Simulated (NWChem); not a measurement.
System: C₃H₅FSi; SMILES CC#C[SiH2]F

Program: NWChem. Coordinates come from a B3LYP/6-31G* (spherical d) optimisation. Level r2SCAN/def2-SVP: energy and gradient on several grids; changes count from the extra-fine grid, which is no exact limit either.

**Question.** Which is the coarsest grid (xfine; xcoarse; medium; coarse; fine) from which on the energy stays within 500 μHa and each gradient component within 500 μHa/bohr of xfine?

**Answer.** medium.
```json
[
 {"grid": "xcoarse", "size of the energy change (μHa)": "7000", "largest change of a gradient component (μHa/bohr)": "4000", "time, medium = 1 (rough)": "about 1"},
 {"grid": "coarse", "size of the energy change (μHa)": "1000", "largest change of a gradient component (μHa/bohr)": "600", "time, medium = 1 (rough)": "about 1"},
 {"grid": "medium", "size of the energy change (μHa)": "40", "largest change of a gradient component (μHa/bohr)": "100", "time, medium = 1 (rough)": "about 1"},
 {"grid": "fine", "size of the energy change (μHa)": "80", "largest change of a gradient component (μHa/bohr)": "100", "time, medium = 1 (rough)": "about 1"},
 {"grid": "xfine", "size of the energy change (μHa)": "< 10", "largest change of a gradient component (μHa/bohr)": "< 30", "time, medium = 1 (rough)": "2"}
]
```
